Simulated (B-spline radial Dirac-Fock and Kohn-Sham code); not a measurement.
The Ti-like isoelectronic sequence (22 electrons), Z = 69 to 80

The computed values come from a B-spline atomic structure program: multi-electron Dirac-Fock with separately optimised hole states, Breit and Lamb-shift corrections added in first order. Binding energies in eV, tabulated ground configurations ([Ar] 3d4 throughout). Electron correlation is not included.

| ion | 1s | 2s | 3s | outermost level | NIST ionisation energy |
| --- | --- | --- | --- | --- | --- |
| Tm⁴⁷⁺ | 62281.4 | 12931.5 | 4788.9 | 4043.0 (3d) | 4075 ± 4 |
| Yb⁴⁸⁺ | 64332.4 | 13411.0 | 4978.4 | 4203.3 (3d) | 4238 ± 4 |
| Lu⁴⁹⁺ | 66424.6 | 13901.6 | 5172.2 | 4366.6 (3d) | 4403 ± 4 |
| Hf⁵⁰⁺ | 68559.1 | 14403.3 | 5370.3 | 4533.1 (3d) | 4573 ± 4 |
| Ta⁵¹⁺ | ? | ? | ? | ? | ? |
| W⁵²⁺ | 72955.1 | 15441.0 | 5780.0 | 4875.5 (3d) | 4927 ± 4 |
| Re⁵³⁺ | 75218.2 | 15977.4 | 5991.6 | 5051.4 (3d) | 5099 ± 5 |
| Os⁵⁴⁺ | 77525.3 | 16525.7 | 6207.8 | 5230.4 (3d) | 5280 ± 5 |
| Ir⁵⁵⁺ | 79877.9 | 17086.3 | 6428.7 | 5412.6 (3d) | 5466 ± 5 |
| Pt⁵⁶⁺ | 82275.9 | 17659.2 | 6654.4 | 5598.0 (3d) | 5654 ± 5 |
| Au⁵⁷⁺ | 84720.6 | 18244.9 | 6884.9 | 5786.5 (3d) | 5846 ± 6 |
| Hg⁵⁸⁺ | 87212.4 | 18843.5 | 7120.3 | 5978.2 (3d) | 6041 ± 6 |

Question: Fill in the row of Ta⁵¹⁺.

Answer: 1s 70735.7, 2s 14916.4, 3s 5572.9, outermost 4702.7 (3d), NIST 4745 ± 4 eV.

NIST's values are for the lowest levels; a dash marks a value that is missing or belongs to another shell. Their kind here: semi-empirical, theoretical. Where a p, d or f shell is open in either ion the computed value averages over both j values and all terms, while the table refers to the lowest levels; that difference holds spin-orbit splitting (largest in heavy or highly charged ions), term energies where several electrons share open shells, and correlation, and it can reach 10 % or more.
